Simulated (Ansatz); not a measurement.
Gas-phase electronic energies from Ansatz, PBE0-D4/def2-TZVP geometries. CCSD(T)/CBS adds triple-zeta CCSD(T) − MP2 to the extrapolated MP2 energy (def2 sets, frozen cores). This one scheme is used for every species. DFT in def2-TZVPP. B3LYP here is the variant with VWN-RPA as its local correlation; programs differ in this. HSE06 is defined as in plane-wave codes. For Ga outer-core shells are correlated without core-valence functions, which leaves a few kJ/mol of doubt a bond. Scalar relativity is left out up to krypton. One conformer a species, not always the lowest.

Consider the formal hydrolysis of the Al–Si bond: `[SiH3][Al]1[CH2][GaH]1` + H₂O → `[OH][Al]1[CH2][GaH]1` + SiH₄.

| level | ΔE (kJ/mol) | difference from CCSD(T)/CBS |
| --- | --- | --- |
| LDA (SPW92) | -112.7 | 10.8 |
| PBE-D4 | -107.1 | 16.4 |
| BLYP-D4 | -125.8 | -2.3 |
| r2SCAN-D4 | -123.6 | -0.1 |
| B97M-V | -126.9 | -3.4 |
| PBE0-D4 | -111.1 | 12.4 |
| B3LYP-D4 | -128.1 | -4.6 |
| r2SCANh-D4 | -123.7 | -0.2 |
| r2SCAN0-D4 | -124.2 | -0.7 |
| HSE06-D4 | -110.4 | 13.1 |
| CAM-B3LYP-D4 | -137.9 | -14.4 |
| ωB97X-V | -130.6 | -7.1 |
| ωB97M-V | -133.6 | -10.1 |
| B2PLYP | -135.2 | -11.7 |
| PBE-QIDH | -124.2 | -0.7 |
| PBE | -109.5 | 14.0 |
| revPBE | -108.1 | 15.4 |
| BLYP | -129.8 | -6.3 |
| r2SCAN | -124.3 | -0.8 |
| PBE0 | -113.5 | 10.0 |
| B3LYP | -132.0 | -8.5 |
| r2SCANh | -124.6 | -1.1 |
| r2SCAN0 | -125.2 | -1.7 |
| HSE06 | -112.8 | 10.7 |
| BHLYP | -139.4 | -15.9 |
| CAM-B3LYP | -140.6 | -17.1 |
| RPA@PBE/def2-TZVPP | -125.1 | -1.6 |
| MP2/def2-SVP | -142.9 | -19.4 |
| CCSD/def2-SVP | -135.4 | -11.9 |
| CCSD(T)/def2-SVP | -132.7 | -9.2 |
| HF/def2-TZVPP | -147.1 | -23.6 |
| MP2/def2-TZVPP | -136.1 | -12.6 |
| CCSD/def2-TZVPP | -130.1 | -6.6 |
| CCSD(T)/def2-TZVPP | -126.7 | -3.2 |
| HF/def2-QZVPP | -147.8 | -24.3 |
| MP2/def2-QZVPP | -134.5 | -11.0 |
| SCS-MP2/def2-QZVPP | -137.4 | -13.9 |
| HF/CBS(def2) | -147.9 | -24.4 |
| MP2/CBS(def2) | -132.9 | -9.4 |
| CCSD/CBS(def2) | -126.9 | -3.4 |
| CCSD(T)/CBS | -123.5 | 0 |

Largest T1 diagnostic among the species: 0.015.

In def2-TZVPP, CCSD(T) changes the Hartree–Fock value by +20.4 kJ/mol (the triples alone add +3.4 kJ/mol) and MP2 by +11.0 kJ/mol. At CCSD(T), def2-SVP lies −9.2 kJ/mol from the extrapolated value and def2-TZVPP −3.2 kJ/mol.

CCSD(T)/CBS has its own doubt, a few kJ/mol and more with outer-core shells, so smaller differences from it don't rank the levels.
